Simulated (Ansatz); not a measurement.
All values below come from B3LYP-D3(BJ)/def2-TZVP run with Ansatz (a quantum-chemistry and plane-wave program). No frequencies were computed at this level.

Ansatz 0.2 input:
```yaml
crystal:
  periodic: [false, false, false]
  atoms:
    - { symbol: C, position_ang: [-1.228557, -0.044329, 0.459891] }
    - { symbol: C, position_ang: [-0.041886, -0.193065, 0.364764] }
    - { symbol: S, position_ang: [1.621944, -0.501986, 0.28651] }
    - { symbol: H, position_ang: [-2.262603, 0.117003, 0.525004] }
    - { symbol: H, position_ang: [1.911105, 0.622381, -0.3776] }
basis:
  gaussian: { orbitals: def2-tzvp }
hamiltonian:
  xc: b3lyp
  dispersion: d3bj
relax:
  max_steps: 150
```

Output:

```
Functional definition: B3LYP
719 factors; their error is unknown
mean field evaluation 1: about -12934.2958 eV, gradient 5.4e1 eV
mean field evaluation 2: about -12922.9766 eV, gradient 7.9e1 eV
mean field evaluation 4: about -12940.8839 eV, gradient 1.5e1 eV
mean field evaluation 8: about -12941.3884 eV, gradient 2.9e-1 eV
mean field evaluation 16: about -12941.3885 eV, gradient 3.5e-5 eV
mean field -12941.38847662 eV, -475.5872545276 hartree, gradient 3.5e-5 eV, S^2 0.000000; 0 other end points of the search recorded, 0 dependent functions left out
reference -12941.38869167 eV, -475.5872624305 hartree; 15, 15 occupied and 96, 96 virtual orbitals, 719 factors
relax step   1: F+E_penalty+E_count = -12941.54066781 eV  Δ(F+E_penalty+E_count) = +0.000e0 eV  max|allowed force component| = 5.587e-1 eV/Å  Δτ_max = 0.0000 Å  (27 SCF iters, accepted)
these checks for a lower state are left out or cut short: starts, cluster_reference, orbital_swaps, neighbouring_geometries, increment
719 factors; their error is unknown
mean field -12941.39818054 eV, -475.5876111400 hartree, gradient 2.3e-5 eV, S^2 0.000000; 0 other end points of the search recorded, 0 dependent functions left out
reference -12941.39839629 eV, -475.5876190689 hartree; 15, 15 occupied and 96, 96 virtual orbitals, 719 factors
relax step   2: F+E_penalty+E_count = -12941.54995876 eV  Δ(F+E_penalty+E_count) = -9.291e-3 eV  max|allowed force component| = 1.688e-1 eV/Å  Δτ_max = 0.0360 Å  (32 SCF iters, accepted)
these checks for a lower state are left out or cut short: starts, cluster_reference, orbital_swaps, neighbouring_geometries, increment
719 factors; their error is unknown
mean field -12941.39921247 eV, -475.5876490628 hartree, gradient 2.4e-5 eV, S^2 0.000000; 0 other end points of the search recorded, 0 dependent functions left out
reference -12941.39942845 eV, -475.5876570000 hartree; 15, 15 occupied and 96, 96 virtual orbitals, 719 factors
relax step   3: F+E_penalty+E_count = -12941.55098043 eV  Δ(F+E_penalty+E_count) = -1.022e-3 eV  max|allowed force component| = 4.651e-2 eV/Å  Δτ_max = 0.0079 Å  (32 SCF iters, accepted)
these checks for a lower state are left out or cut short: starts, cluster_reference, orbital_swaps, neighbouring_geometries, increment
719 factors; their error is unknown
mean field evaluation 32: about -12941.3795 eV, gradient 1.6e-3 eV
mean field -12941.39960776 eV, -475.5876635896 hartree, gradient 2.3e-5 eV, S^2 0.000000; 0 other end points of the search recorded, 0 dependent functions left out
reference -12941.39982378 eV, -475.5876715281 hartree; 15, 15 occupied and 96, 96 virtual orbitals, 719 factors
relax step   4: F+E_penalty+E_count = -12941.55140043 eV  Δ(F+E_penalty+E_count) = -4.200e-4 eV  max|allowed force component| = 1.783e-2 eV/Å  Δτ_max = 0.0125 Å  (33 SCF iters, accepted)
these checks for a lower state are left out or cut short: starts, cluster_reference, orbital_swaps, neighbouring_geometries, increment
719 factors; their error is unknown
mean field -12941.39966598 eV, -475.5876657290 hartree, gradient 2.3e-5 eV, S^2 0.000000; 0 other end points of the search recorded, 0 dependent functions left out
reference -12941.39988200 eV, -475.5876736675 hartree; 15, 15 occupied and 96, 96 virtual orbitals, 719 factors
relax step   5: F+E_penalty+E_count = -12941.55145027 eV  Δ(F+E_penalty+E_count) = -4.984e-5 eV  max|allowed force component| = 1.978e-3 eV/Å  Δτ_max = 0.0035 Å  (32 SCF iters, accepted)
719 factors; their error is unknown
mean field evaluation 64: about -12941.3997 eV, gradient 2.5e-4 eV
mean field -12941.39966598 eV, -475.5876657290 hartree, gradient 2.4e-5 eV, S^2 0.000000; 1 other end points of the search recorded, 0 dependent functions left out
reference -12941.39988200 eV, -475.5876736675 hartree; 15, 15 occupied and 96, 96 virtual orbitals, 719 factors
Total energy: -12941.55166629 eV, -475.5932516373 hartree
Atom 0 at    -1.237398    -0.038471     0.457863 Å, force     0.001098     0.000193    -0.000318 eV/Å
Atom 1 at    -0.046398    -0.176890     0.356347 Å, force    -0.001978    -0.000484     0.000580 eV/Å
Atom 2 at     1.608233    -0.497238     0.286044 Å, force     0.000187     0.000994    -0.000574 eV/Å
Atom 3 at    -2.287761     0.095668     0.540697 Å, force     0.000098    -0.000138     0.000089 eV/Å
Atom 4 at     1.963327     0.616935    -0.382382 Å, force     0.000595    -0.000565     0.000223 eV/Å
Dipole moment:     0.015547     0.148499    -0.084347 e Å
```

Cost: roughly 11 core-seconds.
